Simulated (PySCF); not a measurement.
Removing the step error of a finite difference

System: CH3Cl2FSSi (SMILES CS[Si](F)(Cl)Cl), singlet, at a GFN2-xTB geometry, atoms displaced at random by about 0.03 Å a coordinate. Level: PBE0/STO-3G, gradient in PySCF. Sums are taken with unrounded values, so a last digit can differ.

Central differences of the energy along x of atom 8 gave a gradient component of -0.010175 Eh/bohr at step 0.05 and -0.009337 Eh/bohr at step 0.2 (atomic units).

Question: Extrapolate to zero step.

Answer: The leading error of a symmetric difference goes as h², so A(h) = A0 + c h². Then c = (-0.009337 - (-0.010175))/(0.2² - 0.05²) = 0.0223 (atomic units) and A0 = -0.010175 - c × 0.05² = -0.010231 Eh/bohr. The analytic value from the same program and level (with grid response) is -0.010232 Eh/bohr: the smaller step missed it by 0.000057, the extrapolation by 0.000001.
